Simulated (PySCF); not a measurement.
## AlSn⁻ at UHF

Level: UHF. basis Al def2-SVPD, Sn def2-SVPD with ECP28; scalar-relativistic core potentials; PySCF 2.14.

```
state                                                                                                              : ³Σ⁻ (triplet), unpaired electrons π ↑↑
bond length                                                                                                        : 2.675 Å
harmonic wavenumber                                                                                                : 287 cm⁻¹
force constant                                                                                                     : 1.07 mdyn/Å
rotational constant Be                                                                                             : 0.1070 cm⁻¹
anharmonicity ωexe                                                                                                 : 1.21 cm⁻¹
vibration–rotation constant αe                                                                                     : 0.000514 cm⁻¹
bond order (Mayer)                                                                                                 : 1.63
dipole moment (positive dipole points towards Sn; it is taken about the centre of mass and depends on that origin) : 2.90 D
```

Spin–orbit coupling is left out, which matters for elements this heavy, above all for dissociation energies. Hartree–Fock leaves out correlation, which carries a large part of most bond energies and some tenths to 1 eV of ionisation energies. The state was picked by a PBE0 search and need not be the measured ground state.
